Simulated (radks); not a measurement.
Problem. Species: the cobalt ion Co5+. Configuration: [Ar] 3d4. Method: Dirac Kohn-Sham, LDA (Slater exchange, Perdew-Wang correlation), spin-unpolarised, spherical densities, finite nucleus; open shells fill j = l - 1/2 first; Fermi nuclear charge, rms radius 3.7875 fm; computed with a radial shooting solver on a logarithmic mesh with Libxc functionals.

Spin-orbit splittings of the eigenvalues, e(l+1/2) - e(l-1/2), with zeta = 2 splitting/(2l+1) and mean radii in bohr:

shell  occ.  splitting (eV)  zeta (eV)  <r> j=l-1/2  <r> j=l+1/2
2p        6           14.78      9.850       0.2231       0.2262
3p        6           2.047      1.365       0.7719       0.7800
3d        4               ?          ?       0.8267       0.8293

Estimate the 3d splitting.

Solution. 0.2723 eV (zeta = 0.1089 eV).
